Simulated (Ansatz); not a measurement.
Results of the Gaussian-basis code of Ansatz.

C$_{11}$H$_{14}$OZr, SMILES `C[O][ZrH]12345678([C@H]9[C@@H]1[C@@H]2[C@@H]3[C@H]94)[C@H]1[C@@H]5[C@@H]6[C@@H]7[C@H]18`. Charge 0, multiplicity 1. Zr takes the def2 core potential. All single points use the PBE0-D4/def2-TZVP geometry. It is one conformer, not always the lowest.

```xyz
27

C     3.100   -0.366   -0.827
O     1.882   -0.509   -0.193
Zr   -0.037   -0.327    0.032
C    -1.144    1.619   -1.104
C    -2.006    0.516   -1.297
C    -1.348   -0.413   -2.130
C    -0.082    0.118   -2.455
C     0.043    1.372   -1.826
C    -1.710    0.028    1.918
C    -1.167   -1.254    2.115
C     0.205   -1.101    2.430
C     0.504    0.271    2.428
C    -0.672    0.975    2.086
H     3.788    0.241   -0.225
H     2.995    0.118   -1.810
H     3.568   -1.345   -0.984
H    -0.567   -2.060   -0.306
H    -1.364    2.505   -0.528
H    -2.996    0.403   -0.883
H    -1.745   -1.358   -2.465
H     0.673   -0.370   -3.053
H     0.906    2.022   -1.869
H    -2.737    0.251    1.669
H    -1.699   -2.190    2.048
H     0.907   -1.903    2.603
H     1.476    0.708    2.604
H    -0.772    2.048    2.022
```

Question: What is the dipole moment at ωB97M-V/def2-TZVPP? (Estimate.)

Answer: The calculation gave: 1.82 D, with components (0.16, 1.81, -0.14) D in this frame, pointing from negative to positive charge.

Question: And with PBE, r2SCAN, B3LYP? (Best estimate.)

Answer: The calculation gave: PBE 1.76 D, r2SCAN 1.79 D, B3LYP 1.79 D.

Question: Give the Mulliken charges with ωB97M-V, PBE, B3LYP in def2-TZVPP. (Estimate.)

Answer: The calculation gave: 
```
atom  ωB97M-V    PBE  B3LYP
  C1    -0.20  -0.15  -0.13
  O2    -0.40  -0.35  -0.45
 Zr3     0.38   0.40   0.66
  C4    -0.17  -0.14  -0.16
  C5    -0.17  -0.15  -0.18
  C6    -0.08  -0.08  -0.09
  C7    -0.13  -0.11  -0.14
  C8    -0.09  -0.10  -0.13
  C9    -0.19  -0.17  -0.19
 C10    -0.07  -0.08  -0.09
 C11    -0.12  -0.10  -0.14
 C12    -0.09  -0.09  -0.11
 C13    -0.16  -0.14  -0.16
 H14     0.11   0.09   0.09
 H15     0.09   0.07   0.07
 H16     0.12   0.10   0.10
 H17    -0.17  -0.23  -0.26
 H18     0.13   0.12   0.13
 H19     0.13   0.12   0.13
 H20     0.14   0.14   0.14
 H21     0.13   0.11   0.13
 H22     0.13   0.12   0.13
 H23     0.13   0.12   0.13
 H24     0.14   0.13   0.14
 H25     0.13   0.12   0.13
 H26     0.13   0.12   0.13
 H27     0.13   0.12   0.13
```

B3LYP here is the variant with VWN-RPA as its local correlation; programs differ in this.
